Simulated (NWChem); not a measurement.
GeNH2Cl2F; SMILES [NH2][Ge]([F])([Cl])[Cl]

```xyz
7

N      1.6325    -0.1521     1.2171
Ge     0.3235     0.0022    -0.0351
F      1.0552    -0.0179    -1.6154
Cl    -0.9846    -1.6943     0.1237
Cl    -0.8122     1.8403     0.0145
H      2.0565     0.7478     1.4727
H      1.2915    -0.6180     2.0664
```
Atoms are numbered in this order, from 1.

Level: PBE-D3(BJ)/def2-SVP (NWChem), optimised geometry, unscaled harmonic frequencies. 

**Question.** List the harmonic frequencies with IR intensities, and the thermochemistry.

**Answer.** 
```
frequency (cm⁻¹)  IR intensity (km/mol)
----------------  ---------------------
58                                 16.2
147                                 0.8
163                                 5.4
189                                17.7
214                                20.0
240                                 7.8
401                                15.8
443                                89.6
530                               200.0
693                                32.2
730                                56.9
884                                24.7
1484                               30.7
3445                               35.9
3548                               35.3
```

The zero-point energy comes out as 18.8 kcal/mol, the thermal correction to the enthalpy at 298.15 K (with zero-point energy) comes out as 24.2 kcal/mol and the heat capacity Cv is 23.4 cal/(mol K). The entropy at 298.15 K and 1 atm (symmetry number 1) is 88.7 cal/(mol K). The dipole moment is 3.00 D.

Rigid rotor and harmonic oscillator; modes under 100 cm⁻¹ make the entropy uncertain.
